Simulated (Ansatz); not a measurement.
Species: BH2S, charge 0, doublet. BH2S (SMILES [BH]S, doublet).
B3LYP-D3(BJ)/def2-TZVP minimum from Ansatz (a program for electronic structure):
```
B
H 1 1.1826
S 1 1.7362 2 133.59
H 3 1.3607 1 102.42 2 0.00
```
Charge 0, spin multiplicity 2.

Quantity: atomisation energy (electronic, to ground-state atoms), in kJ/mol. Open shells are spin-unrestricted; no spin-orbit coupling. CBS(X,Y): correlation extrapolated as X^-3, Hartree-Fock from the larger set (Q,5: extrapolated as (X+1)exp(-9√X)). A bracket is a step between two methods taken in the basis named. The functionals are non-relativistic, so their misses hold any scalar relativity. Double hybrids freeze cores in their MP2 part. 'core' is core correlation in cc-pwCVTZ (1s frozen past Ne), 'X2C' scalar relativity in cc-pVTZ-DK, both at CCSD(T). For partners of very few electrons the exact lower level stands in for a higher one.

CCSD(T)/CBS(cc-pV(Q+d)Z,cc-pV(5+d)Z) + [CCSDT(Q) - CCSD(T)]/cc-pV(T+d)Z + [CCSDTQ - CCSDT(Q)]/cc-pV(D+d)Z + core + X2C (Ansatz) gives 1112.3 kJ/mol.

What does PBE/def2-TZVPD (Ansatz) give here, and how do the other levels compare?

PBE gives 1145.7 kJ/mol, 33.4 kJ/mol above it. Differences of the others: r2SCAN/def2-TZVPD (Ansatz) 37.7; PBE0/def2-TZVPD (Ansatz) 16.6; wB97M-V/def2-TZVPD (Ansatz) 8.6; B2PLYP/def2-TZVPD (Ansatz) -9.9; CCSD(T)/CBS(cc-pV(Q+d)Z,cc-pV(5+d)Z) + core + X2C (Ansatz) -1.3 kJ/mol. Nearer than PBE: PBE0/def2-TZVPD, wB97M-V/def2-TZVPD, B2PLYP/def2-TZVPD, CCSD(T)/CBS(cc-pV(Q+d)Z,cc-pV(5+d)Z) + core + X2C.
